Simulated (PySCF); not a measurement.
A structure optimised at PBE-D3(BJ)/def2-SVP, used in a PySCF frequency run:

```xyz
13

In    -0.8709    -0.0084     0.0000
H     -1.7491    -0.1576    -1.5163
H     -1.7491    -0.1576     1.5163
C      1.3115     0.3872     0.0000
C      1.9892    -0.1251    -1.2748
C      1.9892    -0.1251     1.2748
H      1.3529     1.5013     0.0000
H      3.0676     0.1559    -1.2979
H      1.9510    -1.2332    -1.3480
H      1.5227     0.2799    -2.1960
H      1.5227     0.2799     2.1960
H      3.0676     0.1559     1.2979
H      1.9510    -1.2332     1.3480
```
Charge 0, spin multiplicity 1.

Write its SMILES, formula and point group.

C[CH](C)[InH2], C3H9In, Cs

What are its rotational constants (standard atomic weights)?

7.4066, 2.0555, 1.6928 GHz
